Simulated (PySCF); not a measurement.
# Energy of Cr⁺ (chromium, charge +1) between two integer charges

The 3d alpha orbital of [Ar] 3d5 is emptied in steps (occupation f), with all orbitals relaxed, ending at [Ar] 3d4. Calculation: PySCF 2.14, in aug-cc-pVTZ-DK (8s7p5d3f2g, 93 functions); scalar relativity by spin-free X2C-1e. The exact energy is a straight line in f; departures are measured from the line between the end points of the same method.

```json
{"f": "1", "LDA (eV)": "0.000", "PBE (eV)": "0.000"}
{"f": "0.8", "LDA (eV)": "-1.043", "PBE (eV)": "-1.015"}
{"f": "0.6", "LDA (eV)": "-1.592", "PBE (eV)": "-1.548"}
{"f": "0.4", "LDA (eV)": "-1.618", "PBE (eV)": "-1.572"}
{"f": "0.2", "LDA (eV)": "-1.095", "PBE (eV)": "-1.063"}
{"f": "0", "LDA (eV)": "0.000", "PBE (eV)": "0.000"}
```

```
method  E(f=0) − E(f=1) (eV)  −ε at f=1 (eV)  −ε at f=0.4 (eV)
   LDA                17.547          11.143            18.769
   PBE                17.163          10.930            18.356
```

Orbital energy along the path (eV):

```
  f      LDA      PBE
  1  -11.143  -10.930
0.8  -13.543  -13.270
0.6  -16.089  -15.750
0.4  -18.769  -18.356
0.2  -21.573  -21.076
  0  -24.490  -23.896
```

Reference removal energy between the ground levels: 16.486 eV (measured; NIST Atomic Spectra Database, ionization energies). The calculation has no spin-orbit coupling. The determinant left behind need not be the lowest term of the ion.
